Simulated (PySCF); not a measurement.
**Working out the excitation energy of O⁺**

O⁺ [He] 2s2 2p3 (4S) → O⁺ [He] 2s1 2p4 (4P). Calculation: PySCF 2.14, in ANO-RCC-VTZP; scalar relativity by spin-free X2C-1e. Frozen: nothing. Energies in hartree (1 hartree = 27.21139 eV):

| part | O⁺ (lower) | O⁺ (upper) |
| --- | --- | --- |
| UHF | -74.428428 | -73.878171 |
| MP2 opposite-spin | -0.070389 | -0.069241 |
| MP2 same-spin | -0.028999 | -0.029392 |

Task: What does Hartree-Fock give?

Result: (-73.878171) − (-74.428428) = 0.550257 hartree = 14.973 eV.

Task: What do MP2 and SCS-MP2 (6/5 opposite-spin, 1/3 same-spin) give?

Result: The opposite-spin parts differ by 0.031 eV and the same-spin parts by -0.011 eV. MP2: 14.973 + (0.031) + (-0.011) = 14.993 eV. SCS-MP2: 14.973 + 1.2 × (0.031) + (-0.011)/3 = 15.007 eV.

Measured between the centres of the two terms (NIST): 14.870 eV, so MP2 (valence and next inner shell) is off by 0.123 eV.

What remains against the reference includes basis incompleteness and correlation beyond second order.
